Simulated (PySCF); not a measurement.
## Which determinant of FeI lies lowest?

Unrestricted PBE0; Fe def2-TZVPP, I def2-TZVPP with ECP28; scalar-relativistic core potentials (PySCF 2.14). Outer shells of the fragments: Fe 3d6 4s2; I 4d10 5s2 5p5.

Followed along the bond (rough minima from three points):

```json
{"2Ms+1": "4", "unpaired": "π ↑↑, δ ↑", "⟨S²⟩ at the start": "3.89", "R at minimum (Å)": "2.45", "Te (eV)": "0.00"}
{"2Ms+1": "6", "unpaired": "σ ↑↑, π ↑↑, δ ↑", "⟨S²⟩ at the start": "8.76", "R at minimum (Å)": "2.55", "Te (eV)": "0.05"}
{"2Ms+1": "4", "unpaired": "σ ↑, π ↑, δ ↑", "⟨S²⟩ at the start": "3.80", "R at minimum (Å)": "2.47", "Te (eV)": "0.15"}
{"2Ms+1": "6", "unpaired": "σ ↑↑, π ↑, δ ↑↑", "⟨S²⟩ at the start": "8.76", "R at minimum (Å)": "2.57", "Te (eV)": "0.29"}
{"2Ms+1": "6", "unpaired": "σ ↑, π ↑↑, δ ↑↑", "⟨S²⟩ at the start": "8.76", "R at minimum (Å)": "2.54", "Te (eV)": "0.36"}
{"2Ms+1": "4", "unpaired": "σ ↑, δ ↑↑", "⟨S²⟩ at the start": "3.77", "R at minimum (Å)": "2.48", "Te (eV)": "0.43"}
```

Solutions found at the starting distance of 2.435 Å, counted from the lowest of them; the search is not exhaustive and high or unbound solutions are not listed, so other states can lie among these:

```tsv
2Ms+1	unpaired	term	E (eV)	⟨S²⟩	⟨Lz²⟩	μ (D)
4	π ↑↑, δ ↑	⁴Δ	0.00	3.89	4.01	-4.77
6	σ ↑↑, π ↑↑, δ ↑	⁶Δ	0.10	8.76	4.01	-1.65
4	σ ↑, π ↑, δ ↑	mixed	0.15	3.80	3.31	-5.05
6	σ ↑↑, π ↑, δ ↑↑	⁶Π	0.36	8.76	1.01	-2.16
6	σ ↑, π ↑↑, δ ↑↑	⁶Σ⁺	0.40	8.76	0.00	-1.80
4	σ ↑, δ ↑↑	⁴Σ⁻	0.44	3.77	0.00	-5.11
4	σ ↓, π ↑↑, δ ↑↑	mixed	0.99	4.76	0.00	-1.19
2	σ ↑, π ↓, δ ↑	mixed	1.35	1.78	4.17	-5.07
2	σ ↓↓, π ↑↑, δ ↑	mixed	2.03	2.76	4.01	-1.03
4	σ ↑↑, π ↓, δ ↑↑	mixed	2.03	4.76	1.01	-1.24
```

A term symbol is given only where ⟨S²⟩ and ⟨Lz²⟩ are close to those of a pure state; real π, δ and φ orbitals otherwise mix terms. A positive dipole means Fe(−)I(+).

**Question.** Compare the gap between the two lowest followed solutions at the starting distance with the gap between their minima.

**Answer.** At PBE0 the second solution (sextet, unpaired electrons σ ↑↑, π ↑↑, δ ↑) lies +0.10 eV from the first (quartet, unpaired electrons π ↑↑, δ ↑) at 2.435 Å and +0.05 eV at the minima; the two curves relax by different amounts, since their minima lie near 2.55 and 2.45 Å.

Spin–orbit coupling is left out. The state is the lowest single determinant that the PBE0 search found; with open d or f shells the true ground state can be another one.
